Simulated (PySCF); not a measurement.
CBr₄.
Structure used (PBE0-D3(BJ)/def2-SVP), in Å, numbered top down from 1:
```
atom  x, y, z in Å
Br1   -0.076   -0.975   -1.693
C2     0.015   -0.022   -0.012
Br3    1.815    0.632    0.261
Br4   -0.464   -1.215    1.433
Br5   -1.215    1.470   -0.051
```

Method used: core-valence-separated Tamm–Dancoff BHandHLYP/aug-pcX-1 (def2-SVPD on Br) in PySCF, non-relativistic, gas phase, PBE0-D3(BJ)/def2-SVP geometry. Absolute energies from this functional tend to lie a few eV below measured edges; no shift was applied.

The lowest roots of each edge with f over 0.003 (five at most, numbered afresh; weaker and dark ones are left out), with transition dipoles (au) in the frame of the coordinates:

| root | edge | E (eV) | μx | μy | μz |
| --- | --- | --- | --- | --- | --- |
| 1 | C | 287.31 | 0.0924 | 0.0077 | 0.0570 |
| 2 | C | 287.31 | -0.0167 | 0.1067 | 0.0127 |
| 3 | C | 287.31 | -0.0551 | -0.0196 | 0.0918 |

Question: What are the oscillator strengths?

Answer: f = (2/3) ΔE |μ|², with ΔE in hartree (27.2114 eV):

```
root  ΔE (Eh)  |μ|² (au)      f  core hole on
   1  10.5584   0.011836  0.083            C2
   2  10.5584   0.011824  0.083            C2
   3  10.5586   0.011836  0.083            C2
```

Question: Molecules are fixed in this frame and the field points along x. What effective strengths 3 f cos²θ do the roots have (θ between field and μ)?

Answer: root 1 (C2): 0.180, root 2 (C2): 0.006, root 3 (C2): 0.064. Root 1 is the strongest. Averaged over all orientations cos²θ is 1/3, which gives f back. For degenerate partners only the sum has meaning, as the program may mix them freely.

 Relativistic effects, spin–orbit coupling among them, are left out although an element past zinc is present.

The run took about 30 s of CPU time (one thread, shared machine).
